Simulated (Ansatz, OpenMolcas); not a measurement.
## How methods differ on SiSe (SMILES [Si][Se])

The species is SiSe (2 atoms), meant as a singlet with charge 0. As SMILES, `[Si][Se]`. The shape is that of a PBE0-D4/def2-TZVP optimisation.

| atom | x (Å) | y (Å) | z (Å) |
| --- | --- | --- | --- |
| Si | 0.0000 | 0.0000 | 0.0314 |
| Se | 0.0000 | 0.0000 | 2.0931 |

Quantity: the electronic atomisation energy, in eV. The values are calculated. Electronic energies at fixed atoms, without zero-point motion or spin-orbit coupling.

```
          level                   kind     program  value (eV)  less FCI/STO-3G
      HF/STO-3G           Hartree–Fock  OpenMolcas       -0.24            -6.52
   SVWN5/STO-3G                    LDA      Ansatz        8.72            +2.44
    BLYP/STO-3G                    GGA      Ansatz        7.66            +1.38
  revPBE/STO-3G                    GGA      Ansatz        7.66            +1.38
 r2SCAN0/STO-3G        hybrid meta-GGA      Ansatz        7.00            +0.72
 BCCD(T)/STO-3G  coupled cluster or CI      Ansatz        6.26            -0.02
CCSDT(Q)/STO-3G  coupled cluster or CI      Ansatz        6.28             0.00
     FCI/STO-3G     exact in the basis      Ansatz        6.28             0.00
```

FCI/STO-3G is exact within its basis and frozen core, so for wave-function methods in that basis the difference is their error; functionals converge differently with the basis, so for them it is only a difference. All-electron rows without a relativistic Hamiltonian named are non-relativistic. The values span -0.24 to 8.72 eV. All rows use very small basis sets, so none should be taken for the real molecule's value. In the correlated wave-function rows the outer d shell of Se is correlated, in sets not made for it.
